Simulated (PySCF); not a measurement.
## Working out the ionisation energy of Yb⁺

Yb⁺ [Xe] 4f14 6s1 (2S) → Yb²⁺ [Xe] 4f14 (1S). Calculation: PySCF 2.14, in ANO-RCC-VTZP (8s7p5d3f2g1h, 104 functions); the spin-free X2C one-electron Hamiltonian (Gaussian nucleus). Frozen: [Ar] 3d10. Energies in hartree (1 hartree = 27.21139 eV):

```csv
part,Yb⁺ (lower),Yb²⁺ (upper)
UHF,-14053.889798,-14053.475242
MP2 opposite-spin,-1.120453,-1.102714
MP2 same-spin,-0.699200,-0.684790
```

Problem. What does Hartree-Fock give?

Solution. (-14053.475242) − (-14053.889798) = 0.414556 hartree = 11.281 eV.

Problem. What do MP2 and SCS-MP2 (6/5 opposite-spin, 1/3 same-spin) give?

Solution. The opposite-spin parts differ by 0.483 eV and the same-spin parts by 0.392 eV. MP2: 11.281 + (0.483) + (0.392) = 12.156 eV. SCS-MP2: 11.281 + 1.2 × (0.483) + (0.392)/3 = 11.991 eV.

Measured between the centres of the two terms (NIST): 12.179 eV, so MP2 (valence and next inner shell) is off by -0.023 eV.

What remains against the reference includes basis incompleteness, the frozen core and correlation beyond second order.
